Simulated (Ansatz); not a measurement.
Reactions of C2H4O2S, SMILES `O=CC(O)S`.

Isolated molecules relaxed with PBE0-D4/def2-TZVP in Ansatz; ΔE leaves out vibrations. CCSD(T)/CBS adds triple-zeta CCSD(T) − MP2 to the extrapolated MP2 energy (def2 sets, frozen cores). This one scheme is used for every species. DFT in def2-TZVPP. Each species was taken in one conformer, which may not be the lowest.

| reaction | B2PLYP (kJ/mol) | ωB97M-V (kJ/mol) | CCSD/CBS(def2) (kJ/mol) | MP2/CBS(def2) (kJ/mol) | CCSD(T)/CBS(def2) (kJ/mol) |
| --- | --- | --- | --- | --- | --- |
| `O=CC(O)S` + H₂S → `OC(S)S` + `C=O` | 60 | 60 | 57 | 55 | 57 |
| `O=CC(O)S` + `OC=S` → `O=COC=S` + `OCS` | 0 | 4 | 3 | 7 | 5 |
| `O=CC(O)S` + CH₃OH → `COC(O)C=O` + H₂S | -2 | -5 | -4 | 7 | -1 |
| `O=CC(O)S` + `O[SiH2]S` → `O=CS[SiH2]O` + `OCS` | 2 | 5 | 7 | 2 | 5 |

Largest T1 diagnostic: 0.018, for `O=COC=S`.
